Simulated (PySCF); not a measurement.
First SCF of a structure search on doublet SbH₄, at a hand-made see-saw geometry. PySCF input:

```python
from pyscf import gto, scf, dft
mol = gto.M(atom='''
Sb     0.000000     0.000000     0.000000
H      0.000000     1.713500     0.149900
H     -0.000000    -1.713500     0.149900
H      1.355400     0.000000     1.058900
H     -1.355400     0.000000     1.058900''',
    basis={'Sb': 'def2-TZVP', 'H': 'def2-TZVP'},
    ecp={'Sb': 'def2-TZVP'},
    charge=0, spin=1)
mf = dft.UKS(mol, xc='PBE0')
mf.grids.atom_grid = (50, 194)
aux = {'Sb': 'def2-universal-JKFIT', 'H': 'def2-universal-JKFIT'}
mf = mf.density_fit(auxbasis=aux)
mf.conv_tol = 1e-08
mf.diis_space = 10
mf.max_cycle = 60
mf.init_guess = 'minao'
mf.verbose = 4
mf.kernel()
```

Excerpt of the output (cycles alone):

```
init E= -203.962791572946
cycle= 1 E= -241.115706808471  delta_E= -37.2  |g|= 1.95  |ddm|= 10.9
cycle= 2 E= -240.927541142513  delta_E= 0.188  |g|= 2.35  |ddm|= 5.18
cycle= 3 E= -242.530556431741  delta_E= -1.6  |g|= 0.105  |ddm|=  2.5
cycle= 4 E= -242.534639108259  delta_E= -0.00408  |g|= 0.0445  |ddm|= 0.163
cycle= 5 E= -242.535240671698  delta_E= -0.000602  |g|= 0.00678  |ddm|= 0.0358
cycle= 6 E= -242.535278356461  delta_E= -3.77e-05  |g|= 0.00228  |ddm|= 0.0141
cycle= 7 E= -242.535285143272  delta_E= -6.79e-06  |g|= 0.000551  |ddm|= 0.0064
cycle= 8 E= -242.535285782374  delta_E= -6.39e-07  |g|= 0.000157  |ddm|= 0.00191
cycle= 9 E= -242.535285851824  delta_E= -6.94e-08  |g|= 5.48e-05  |ddm|= 0.000659
cycle= 10 E= -242.535285858287  delta_E= -6.46e-09  |g|= 9.13e-06  |ddm|= 0.00022
Extra cycle  E= -242.535285858471  delta_E= -1.83e-10  |g|= 5.84e-06  |ddm|= 3.09e-05
converged SCF energy = -242.535285858471  <S^2> = 0.76208455  2S+1 = 2.0120483
```

No lower solution of this spin was found by a stability analysis within the unrestricted form.

Spin–orbit coupling, left out here, can matter for elements this heavy.

The search for the lowest solution, with the stability check, took 3.4 s on 2 threads of a shared Arm Neoverse V1 host, with 74 basis functions; the process peaked at 0.33 GiB. Launch command: `OMP_NUM_THREADS=2 python axn.py task.json out`.
